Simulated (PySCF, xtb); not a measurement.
CHCl₂NO₂Si, SMILES O=C=N[Si](O)(Cl)Cl.

GFN2-xTB run with xtb at its own geometry gives an orbital gap of 5.93 eV and a dipole moment of 2.42 D.

Coordinates come from a ωB97X-D3(BJ)/def2-SVP optimisation. This is a generated structure with no PubChem entry under its InChIKey; it may be hypothetical. Other conformers were not sampled.

Q: What does PBE0/def2-TZVP (PySCF) give? (Estimate from the structure and the level; the computed values follow.)

A: gap 9.02 eV (levels -9.13 and -0.12 eV), dipole 1.82 D.
